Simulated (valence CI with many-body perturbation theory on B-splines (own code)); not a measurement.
## E1 line list for Ho62+

Calculated by valence CI with perturbative core correlation (CI+MBPT): three valence electrons over a frozen Dirac-Fock core [He], radial functions for each j: 11 s, 11 p, 9 d, 7 f, 5 g, 2 h, 1 i, with the one-electron correlation potential Σ1 (screened to all orders), the two-electron term Σ2, the three-electron term Σ3, Breit, model QED; selected single and double excitations, second order for the rest (own B-spline code, finite nucleus).

No measured spectrum was set against this ion. As an estimate, large intervals hold to a few tenths of a per cent, small ones and those within an open d or f shell to about a per cent.

Lines 1 to 50 of 280 in falling wavelength, among levels below 10290 eV, chosen from the strongest by gf and those to the six lowest levels. Wavelengths and rates use the calculated energies. Electric multipoles are in the length gauge, E1 and E2 with the static RPA response of the core. Weak lines are less certain than strong ones. Lines between different terms over intervals too small for the method are left out, as are lines whose strength nearly cancels. The highest levels of a list are the least certain.

Levels are named by their leading jj configuration (3d3/2^4 stands for four electrons in 3d with j = 3/2), which in mixed levels can hold well under half, so a name can repeat and another be missing. Letters in brackets count levels of one name in rising energy.

```tsv
λ vac (Å)	Upper	Lower	A (s⁻¹)	S (a.u.) with core polarisation	S without
100.6	(2s 2p3/2 3d5/2) J=9/2	(2s 2p3/2 3p3/2) J=7/2	1.90e+10	9.56e-02	9.56e-02
100.3	(2p1/2 2p3/2 3d5/2) J=9/2	(2p1/2 2p3/2 3p3/2) J=7/2	2.19e+10	1.09e-01	1.09e-01
100.0	(2p1/2 2p3/2 3d5/2) J=7/2 [b]	(2p1/2 2p3/2 3p3/2) J=5/2 [b]	1.79e+10	7.08e-02	7.08e-02
99.72	(2p1/2 2p3/2 3d5/2) J=7/2 [a]	(2p1/2 2p3/2 3p3/2) J=5/2 [a]	1.92e+10	7.54e-02	7.54e-02
99.61	(2s 2p1/2 3d5/2) J=7/2	(2s 2p1/2 3p3/2) J=5/2	2.06e+10	8.06e-02	8.06e-02
99.19	(2s 2p3/2 3d5/2) J=7/2 [a]	(2s 2p3/2 3p3/2) J=5/2 [a]	1.53e+10	5.90e-02	5.90e-02
98.92	(2s 2p3/2 3d5/2) J=7/2 [b]	(2s 2p3/2 3p3/2) J=5/2 [b]	1.61e+10	6.15e-02	6.15e-02
98.25	(2p1/2^2 3d5/2) J=5/2	(2p1/2^2 3p3/2) J=3/2	2.31e+10	6.47e-02	6.48e-02
97.10	(2s^2 3d5/2) J=5/2	(2s^2 3p3/2) J=3/2	1.77e+10	4.81e-02	4.81e-02
96.91	(2s 2p1/2 3d5/2) J=5/2 [a]	(2s 2p1/2 3p3/2) J=3/2 [a]	2.08e+10	5.61e-02	5.61e-02
93.68	(2p1/2 2p3/2 3d5/2) J=5/2 [a]	(2p1/2 2p3/2 3p3/2) J=3/2 [a]	1.77e+10	4.32e-02	4.32e-02
93.16	(2s 2p1/2 3d5/2) J=5/2 [b]	(2s 2p1/2 3p3/2) J=3/2 [b]	2.08e+10	4.97e-02	4.97e-02
77.19	(2s 2p1/2 2p3/2) J=3/2 [a]	(2s^2 2p3/2) J=3/2	8.08e+08	7.33e-04	7.35e-04
62.37	(2s 2p1/2 2p3/2) J=5/2	(2s^2 2p3/2) J=3/2	6.88e+09	4.94e-03	4.95e-03
54.06	(2s 2p1/2^2) J=1/2	(2s^2 2p1/2) J=1/2	1.86e+10	2.91e-03	2.91e-03
51.31	(2p1/2^2 2p3/2) J=3/2	(2s 2p1/2 2p3/2) J=1/2	1.19e+10	3.17e-03	3.18e-03
47.27	(2s 2p1/2 2p3/2) J=1/2	(2s^2 2p3/2) J=3/2	1.46e+10	1.52e-03	1.53e-03
46.93	(2s 2p1/2 2p3/2) J=3/2 [b]	(2s^2 2p3/2) J=3/2	1.05e+10	2.14e-03	2.15e-03
40.75	(2p1/2 2p3/2 3d3/2) J=5/2 [b]	(2p1/2 2p3/2 3p1/2) J=3/2 [b]	1.40e+11	2.81e-02	2.81e-02
40.64	(2p1/2^2 2p3/2) J=3/2	(2s 2p1/2 2p3/2) J=5/2	6.40e+10	8.48e-03	8.49e-03
40.03	(2p1/2 2p3/2 3d3/2) J=3/2 [b]	(2p1/2 2p3/2 3p1/2) J=3/2 [b]	1.65e+11	2.09e-02	2.09e-02
38.76	(2s 2p3/2 3d3/2) J=5/2 [a]	(2s 2p3/2 3p1/2) J=5/2	1.59e+11	2.75e-02	2.75e-02
38.51	(2s 2p3/2 3d3/2) J=5/2 [a]	(2s 2p3/2 3p1/2) J=3/2 [a]	1.33e+11	2.25e-02	2.25e-02
37.96	(2s 2p3/2 3d3/2) J=7/2	(2s 2p3/2 3p1/2) J=5/2	2.77e+11	5.99e-02	5.99e-02
37.93	(2s 2p3/2 3d3/2) J=5/2 [b]	(2s 2p3/2 3p1/2) J=3/2 [b]	2.70e+11	4.36e-02	4.36e-02
37.92	(2p1/2 2p3/2 3d3/2) J=5/2 [a]	(2p1/2 2p3/2 3p1/2) J=3/2 [a]	2.29e+11	3.70e-02	3.70e-02
37.86	(2s 2p3/2 3d3/2) J=3/2 [a]	(2s 2p3/2 3p1/2) J=3/2 [a]	2.50e+11	2.68e-02	2.68e-02
37.82	(2s 2p1/2 3d3/2) J=3/2 [a]	(2s 2p1/2 3p1/2) J=1/2 [a]	2.81e+11	3.00e-02	3.00e-02
37.73	(2s 2p3/2 3p3/2) J=3/2 [a]	(2s 2p3/2 3s) J=3/2 [a]	3.64e+11	3.85e-02	3.85e-02
37.67	(2s^2 3d3/2) J=3/2	(2s^2 3p1/2) J=1/2	2.93e+11	3.09e-02	3.09e-02
37.63	(2p1/2 2p3/2 3d3/2) J=7/2	(2p1/2 2p3/2 3p1/2) J=5/2	2.82e+11	5.92e-02	5.92e-02
37.56	(2p1/2^2 3d3/2) J=3/2	(2p1/2^2 3p1/2) J=1/2	2.75e+11	2.87e-02	2.87e-02
37.56	(2s 2p1/2 3d3/2) J=5/2	(2s 2p1/2 3p1/2) J=3/2	2.81e+11	4.41e-02	4.41e-02
37.43	(2s 2p3/2 3d3/2) J=1/2 [a]	(2s 2p3/2 3p1/2) J=3/2 [a]	3.38e+11	1.75e-02	1.75e-02
37.37	(2s 2p1/2 3p3/2) J=3/2 [b]	(2s 2p1/2 3s) J=1/2 [b]	2.50e+11	2.58e-02	2.58e-02
36.84	(2p1/2 2p3/2 3p3/2) J=5/2 [a]	(2p1/2 2p3/2 3s) J=3/2 [a]	4.22e+11	6.24e-02	6.24e-02
36.84	(2s 2p3/2 3p3/2) J=5/2 [b]	(2s 2p3/2 3s) J=3/2 [b]	4.71e+11	6.98e-02	6.98e-02
36.64	(2p1/2 2p3/2 3p3/2) J=7/2	(2p1/2 2p3/2 3s) J=5/2	4.04e+11	7.84e-02	7.84e-02
36.60	(2s 2p1/2 3p3/2) J=1/2	(2s 2p1/2 3s) J=1/2 [b]	4.35e+11	2.10e-02	2.10e-02
36.38	(2s 2p3/2 3p3/2) J=7/2	(2s 2p3/2 3s) J=5/2	5.01e+11	9.53e-02	9.53e-02
36.12	(2p1/2^2 2p3/2) J=3/2	(2s 2p1/2 2p3/2) J=3/2 [a]	1.84e+10	1.71e-03	1.71e-03
36.05	(2p1/2 2p3/2 3p3/2) J=3/2 [b]	(2p1/2 2p3/2 3s) J=3/2 [b]	2.28e+11	2.11e-02	2.11e-02
35.98	(2p1/2 2p3/2 3d3/2) J=5/2 [b]	(2p1/2 2p3/2 3p1/2) J=5/2	1.24e+11	1.71e-02	1.71e-02
35.86	(2s 2p3/2 3p3/2) J=5/2 [a]	(2s 2p3/2 3s) J=3/2 [a]	2.40e+11	3.28e-02	3.28e-02
35.35	(2s 2p3/2 3p3/2) J=1/2 [a]	(2s 2p3/2 3s) J=3/2 [a]	5.02e+11	2.19e-02	2.19e-02
35.31	(2s 2p1/2 3p3/2) J=3/2 [a]	(2s 2p1/2 3s) J=1/2 [a]	5.12e+11	4.45e-02	4.45e-02
35.14	(2s 2p3/2 3p3/2) J=3/2 [b]	(2s 2p3/2 3s) J=3/2 [b]	2.47e+11	2.12e-02	2.12e-02
35.12	(2s^2 3p3/2) J=3/2	(2s^2 3s) J=1/2	5.63e+11	4.81e-02	4.81e-02
35.04	(2p1/2^2 3p3/2) J=3/2	(2p1/2^2 3s) J=1/2	4.52e+11	3.84e-02	3.84e-02
34.94	(2p1/2 2p3/2 3p3/2) J=5/2 [b]	(2p1/2 2p3/2 3s) J=3/2 [b]	2.45e+11	3.09e-02	3.09e-02
```
